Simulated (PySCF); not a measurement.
A calculated (UHF, PySCF 2.14, x2c-SVPall, scalar relativity by spin-free X2C-1e) atom or ion has these occupied shells.

| shell | electrons | orbital energy (eV) | rms radius, mean of both spins (bohr) |
| --- | --- | --- | --- |
| 1s α | 1 | -607.75 | 0.230 |
| 1s β | 1 | -604.83 | 0.230 |
| 2s α | 1 | -72.066 | 1.14 |
| 2s β | 1 | -61.751 | 1.14 |
| 2p α | 2 | -55.867 | 1.10 |

Q: Name the element and its charge.

A: O²⁺ (oxygen, charge +2), in [He] 2s2 2p2, high-spin 3P determinant.
